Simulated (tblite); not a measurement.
Species: C4HF3S3.
SMILES with atom numbers: `[F:1][C:2]([F:3])([F:4])[c:5]1[cH:6][s:7][c:8](=[S:9])[s:10]1` (hydrogens: H11 on C6)

Computed with GFN2-xTB (tblite), gas phase: L-BFGS steps from a force-field or distance-geometry start until the largest atomic force falls under 0.01 eV/Å.

Step 0: E = -897.3635 eV
```
atom  x, y, z in Å  |  force x, y, z in eV/Å
F1     -2.1279   -1.0788    1.0868    0.043   0.454  -0.725
C2     -1.7619   -0.3661   -0.0174   -0.289  -0.174   0.349
F3     -2.1167   -1.0952   -1.0931    0.013   0.304   0.448
F4     -2.5133    0.7673   -0.0280    0.479  -0.793   0.006
C5     -0.2911   -0.0701    0.0048    0.151   0.089  -0.108
C6      0.2140    1.1720   -0.0117    0.125   0.373   0.024
S7      1.9427    1.3493   -0.0057   -0.306  -0.160   0.014
C8      2.3257   -0.3699    0.0165    0.789  -0.480  -0.016
S9      3.8736   -0.9877    0.0253   -1.486   0.590  -0.002
S10     0.8670   -1.3785    0.0168    0.212  -0.084   0.018
H11    -0.4066    2.0604   -0.0202    0.270  -0.119  -0.008
```

Step 1: E = -897.4187 eV
```
atom  x, y, z in Å  |  force x, y, z in eV/Å
F1     -2.1273   -1.0723    1.0764   -0.081   0.153  -0.259
C2     -1.7660   -0.3686   -0.0124    0.246  -0.065   0.124
F3     -2.1165   -1.0909   -1.0867   -0.051   0.106   0.177
F4     -2.5064    0.7560   -0.0279    0.211  -0.360   0.016
C5     -0.2889   -0.0689    0.0032    0.155   0.158  -0.078
C6      0.2158    1.1773   -0.0114    0.065  -0.080   0.019
S7      1.9383    1.3470   -0.0055   -0.127  -0.064   0.011
C8      2.3370   -0.3767    0.0163   -0.165  -0.063  -0.020
S9      3.8524   -0.9793    0.0252   -0.492   0.201   0.003
S10     0.8700   -1.3797    0.0171    0.088  -0.049   0.013
H11    -0.4027    2.0587   -0.0203    0.151   0.063  -0.007
```

Step 2: E = -897.4306 eV
```
atom  x, y, z in Å  |  force x, y, z in eV/Å
F1     -2.1288   -1.0685    1.0701   -0.084  -0.019   0.008
C2     -1.7617   -0.3702   -0.0094    0.314  -0.021  -0.029
F3     -2.1175   -1.0883   -1.0824   -0.024   0.003   0.039
F4     -2.5015    0.7476   -0.0276    0.092  -0.086   0.019
C5     -0.2856   -0.0656    0.0015    0.061  -0.135  -0.044
C6      0.2173    1.1764   -0.0110    0.051   0.117   0.009
S7      1.9353    1.3455   -0.0052   -0.019   0.011   0.008
C8      2.3351   -0.3788    0.0159   -0.467   0.092  -0.018
S9      3.8401   -0.9743    0.0252   -0.052   0.029   0.005
S10     0.8721   -1.3808    0.0174   -0.015  -0.040   0.008
H11    -0.3993    2.0597   -0.0205    0.143   0.049  -0.006
```

Step 3: E = -897.4372 eV
```
atom  x, y, z in Å  |  force x, y, z in eV/Å
F1     -2.1309   -1.0669    1.0670   -0.042  -0.093   0.117
C2     -1.7547   -0.3714   -0.0084    0.168  -0.028  -0.072
F3     -2.1182   -1.0869   -1.0795    0.013  -0.059  -0.042
F4     -2.4973    0.7419   -0.0271    0.062   0.065   0.018
C5     -0.2831   -0.0668   -0.0001    0.126  -0.006  -0.020
C6      0.2189    1.1788   -0.0106   -0.002  -0.087   0.004
S7      1.9334    1.3449   -0.0050    0.031   0.063   0.006
C8      2.3268   -0.3785    0.0153   -0.365   0.094  -0.013
S9      3.8327   -0.9712    0.0254    0.010   0.003   0.004
S10     0.8729   -1.3821    0.0176   -0.083  -0.055   0.003
H11    -0.3950    2.0608   -0.0206    0.081   0.102  -0.005
```

Task: Estimate the geometry and energy of step 4. (The exact step hangs on the optimiser's Hessian estimate; all steps are aligned on step 3, rigid shifts and turns removed.)

Result: E = -897.4421 eV, largest force 0.155 eV/Å
```
atom  x, y, z in Å  |  force x, y, z in eV/Å
F1     -2.1332   -1.0671    1.0661    0.046  -0.092   0.108
C2     -1.7463   -0.3732   -0.0086   -0.035  -0.034  -0.039
F3     -2.1185   -1.0867   -1.0777    0.065  -0.088  -0.076
F4     -2.4920    0.7379   -0.0263    0.071   0.137   0.012
C5     -0.2778   -0.0669   -0.0019   -0.003  -0.102   0.005
C6      0.2202    1.1782   -0.0102    0.002   0.051  -0.004
S7      1.9322    1.3457   -0.0046    0.048   0.079   0.005
C8      2.3138   -0.3769    0.0146   -0.085   0.040  -0.006
S9      3.8248   -0.9678    0.0256   -0.054   0.022   0.002
S10     0.8719   -1.3844    0.0179   -0.117  -0.070  -0.002
H11    -0.3897    2.0640   -0.0209    0.062   0.058  -0.003
```

The energy changes by -0.0049 eV. The first-order estimate −F·Δx gives -0.0081 eV and the mean of the old and new forces, exact on a quadratic surface, -0.0049 eV. The step makes an angle of 43° with the force vector and moves no atom by more than 0.013 Å.

The cost below is that of the whole relaxation. Time: 0.13 s of wall time. Hardware: an Arm Neoverse V2 with one thread, shared host with 96 logical CPUs at a one-minute load of 36.
